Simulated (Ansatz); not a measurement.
Geometry optimisation, Ansatz 0.2.0, UKS PBE/def2-SVP.

The input (input.yaml):

```yaml
crystal:
  periodic: [false, false, false]
  atoms:
    - { symbol: W, position_ang: [0.0, 0.0, 0.0] }
    - { symbol: H, position_ang: [0.0, 0.0, 1.97] }
    - { symbol: F, position_ang: [1.85, 0.0, 0.0] }
    - { symbol: O, position_ang: [0.0, 1.94, 0.0] }
    - { symbol: H, position_ang: [-0.6343, 2.2771, -0.71] }
    - { symbol: F, position_ang: [-1.85, 0.0, 0.0] }
    - { symbol: O, position_ang: [0.0, -1.94, 0.0] }
    - { symbol: H, position_ang: [0.3816, -2.2771, 0.8723] }
    - { symbol: F, position_ang: [0.0, 0.0, -1.85] }
    - { symbol: Cl, position_ang: [0.0, 0.0, 3.64] }
magnetization:
  spin_polarized: true
  initial_magnetization: 1
basis:
  gaussian: { orbitals: def2-SVP }
hamiltonian:
  xc: pbe
relax:
  f_tol: 0.15
  max_steps: 25
  restrain:
    - { distance: [1, 9], at: 1.37, k: 30.0 }
    - { distance: [0, 1], at: 2.92, k: 30.0 }
```

Launched with:

```bash
$ ansatz run input.yaml --threads 4 --pin off --max-ram 5120MiB --backend cpu --events-out ev --progress --plain --runs-dir out
```

Task: Where does it end, and by what steps?

Result: The forces met the threshold. The restraints hold the end off the free minimum; the threshold counts their pulls, which the force column leaves out. Restrained pairs: H2–Cl10 (1.67 → 1.35 Å), W1–H2 (1.97 → 2.92 Å). After 23 steps the energy has fallen by 2.532 eV (the restraints' own energy left out); H5 moved furthest, 1.55 Å.

```csv
step,energy less start (eV),largest force component (eV/Å),accepted
0,0.0000,1.747,yes
1,-0.3397,4.092,yes
2,-0.7422,4.998,yes
3,-1.2429,1.201,yes
4,-1.5031,1.506,yes
5,-1.7149,1.332,yes
6,-1.8534,1.458,yes
7,-1.9874,1.227,yes
8,-2.0524,1.541,yes
9,-2.1647,1.177,yes
10,-2.2988,0.677,yes
11,-2.3653,0.816,yes
12,-2.4031,0.730,yes
13,-2.4313,0.764,yes
14,-2.4495,1.080,yes
15,-2.4655,0.899,yes
16,-2.4805,0.805,yes
17,-2.4847,0.889,yes
18,-2.4991,0.739,yes
19,-2.5191,0.566,yes
20,-2.5122,0.775,no
21,-2.5270,0.530,yes
22,-2.5277,0.463,yes
23,-2.5315,0.493,yes
```

```xyz
10
Properties=species:S:1:pos:R:3
W 0.035 -0.163 -0.583
H 0.271 0.748 2.184
F 1.915 -0.138 -0.249
O -0.302 1.352 0.550
H -1.254 1.618 0.549
F -1.786 0.127 -1.120
O -0.256 -1.664 0.461
H 0.092 -1.617 1.401
F 0.452 -0.099 -2.407
Cl 0.580 -0.164 3.136
```

The run took 3 min on 4 threads of Arm Neoverse N1, with other jobs on the host, peak memory 0.41 GiB.
